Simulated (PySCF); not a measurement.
Zero-point energy (kcal/mol) of eight silicon and germanium compounds: PBE-D3(BJ) beside B3LYP-D3(BJ), computed with PySCF for isolated molecules in the bases named; differences from unrounded values. The eight are the first of their class met in an unordered collection, after screening for sound electronic states; none was chosen by its value. Each level has its own optimised geometry.

| molecule | basis | B3LYP-D3(BJ) |
|---|---|---|
| CH5ClFNSi2, SMILES Cl[Si@H]1[Si@@H](CN1)F | def2-SVP | 41.75 |
| chloro(disilanyl)silane (ClH₇Si₃), SMILES [SiH3][SiH2][SiH2]Cl | def2-SVP | 38.08 |
| Si(AsH2)(F)3 (AsF3H2Si), SMILES F[Si](F)(F)[AsH2] | def2-SVP | 15.86 |
| C2H7FOSi2, SMILES C[Si@@H](C([SiH3])=O)F | def2-SVP | 51.17 |
| C₃H₆F₂Si, SMILES C/C=C(\F)[SiH2]F | def2-SVP | 51.90 |
| CH4ClFOSi2, SMILES [Si@H]1([Si@@H](Cl)CO1)F | def2-SVP | 34.23 |
| ClGeH5SSi, SMILES Cl[SiH2][S][GeH3] | def2-SVP | 28.10 |
| CH₁₀FNSi₃, SMILES N[C@H]([SiH3])[Si@@H](F)[SiH3] | def2-SVP | 66.57 |

**Question.** Estimate the PBE-D3(BJ) values and say how PBE-D3(BJ) differs from B3LYP-D3(BJ) over the set. (An estimate is asked for; the answer gives what the named calculation found.)

**Answer.** 
```tsv
molecule	PBE-D3(BJ)	difference
CH5ClFNSi2, SMILES Cl[Si@H]1[Si@@H](CN1)F	40.52	-1.23
chloro(disilanyl)silane (ClH₇Si₃), SMILES [SiH3][SiH2][SiH2]Cl	36.82	-1.27
Si(AsH2)(F)3 (AsF3H2Si), SMILES F[Si](F)(F)[AsH2]	15.38	-0.48
C2H7FOSi2, SMILES C[Si@@H](C([SiH3])=O)F	49.54	-1.63
C₃H₆F₂Si, SMILES C/C=C(\F)[SiH2]F	50.40	-1.50
CH4ClFOSi2, SMILES [Si@H]1([Si@@H](Cl)CO1)F	33.10	-1.12
ClGeH5SSi, SMILES Cl[SiH2][S][GeH3]	27.23	-0.87
CH₁₀FNSi₃, SMILES N[C@H]([SiH3])[Si@@H](F)[SiH3]	64.54	-2.03
```
PBE-D3(BJ) lies below B3LYP-D3(BJ) in 8 and above it in 0 of the eight; the mean signed difference is -1.27 and the largest -2.03 kcal/mol.
